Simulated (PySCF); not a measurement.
**Exercise with solution: chemical shift, span and skew from a shielding tensor**

C4H5NSi, SMILES N#CC1=CC[SiH2]1. Atoms are numbered in the order given.

```xyz
11

N     -0.1512    -3.0188     0.0000
C     -0.0020    -1.8655     0.0000
C      0.1238    -0.4532     0.0000
C      1.2536     0.3035     0.0000
C      0.8441     1.7660     0.0000
Si    -0.9538     1.0975     0.0000
H      2.2870    -0.0693     0.0000
H      1.1787     2.3226    -0.8915
H      1.1787     2.3226     0.8915
H     -1.7754     1.3432    -1.2175
H     -1.7754     1.3432     1.2175
```
Charge 0, spin multiplicity 1.

The structure is a stationary point at B3LYP-D3(BJ)/def2-SVP. This is a generated structure with no PubChem entry under its InChIKey; it may be hypothetical.

GIAO shieldings from PBE/pcSseg-1 in PySCF, non-relativistic, no solvent. The symmetric part of the tensor of C2 has the principal values -53.7, -47.5, 285.5 ppm. The same nucleus in TMS has σ = 182.0 ppm at this level (PySCF, at its B3LYP-D3(BJ)/def2-TZVP geometry).

### Question
Work out the isotropic shielding, the ¹³C shift against TMS, the span and the skew.

### Answer

σ(iso) = (σ11 + σ22 + σ33)/3 = 61.4 ppm. δ = σ(ref) − σ(iso) = 182.0 − (61.4) = 120.6 ppm.
Span Ω = σ33 − σ11 = 339.2 ppm. Skew κ = 3(σ(iso) − σ22)/Ω = 0.96. Tumbling in solution averages the tensor to δ; in a static solid the shielding alone would spread this spin-1/2 line over Ω.
